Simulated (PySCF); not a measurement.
Ge(H)2(Cl)(Et) (C₂H₇ClGe), SMILES C[CH2][GeH2][Cl].

Coordinates come from a PBE0-D3(BJ)/def2-SVP optimisation. Other conformers were not sampled.

All values below come from TDA-PBE/def2-SVPD (PySCF 2.14.0).

Vertical excitations. Gas-phase values at a fixed geometry.

Computed UV-visible absorptions:
| state | energy (eV) | λ (nm) | f | main pairs |
|---|---|---|---|---|
| S1 | 6.14 | 202 | 0.013 | HOMO→LUMO 99 % |
| S2 | 6.35 | 195 | 0.017 | HOMO−1→LUMO 99 % |
| S3 | 6.83 | 182 | 0.008 | HOMO→LUMO+1 99 % |
| S4 | 6.98 | 178 | 0.001 | HOMO−1→LUMO+1 98 % |
| S5 | 7.11 | 174 | 0.004 | HOMO−2→LUMO 96 % |
| S6 | 7.29 | 170 | 0.045 | HOMO→LUMO+2 86 % |
| S7 | 7.31 | 170 | 0.003 | HOMO−1→LUMO+2 96 % |
| S8 | 7.53 | 165 | 0.011 | HOMO−3→LUMO 89 % |
| S9 | 7.74 | 160 | 0.004 | HOMO→LUMO+3 79 %, HOMO−2→LUMO+1 16 % |
| S10 | 7.79 | 159 | 0.039 | HOMO−2→LUMO+1 77 % |
| T1 | 5.79 | 214 | 0 | HOMO→LUMO 99 % |
| T2 | 5.92 | 209 | 0 | HOMO−1→LUMO 99 % |
| T3 | 6.66 | 186 | 0 | HOMO→LUMO+1 98 % |
| T4 | 6.72 | 185 | 0 | HOMO−2→LUMO 98 % |
Triplets are in the Tamm–Dancoff approximation.
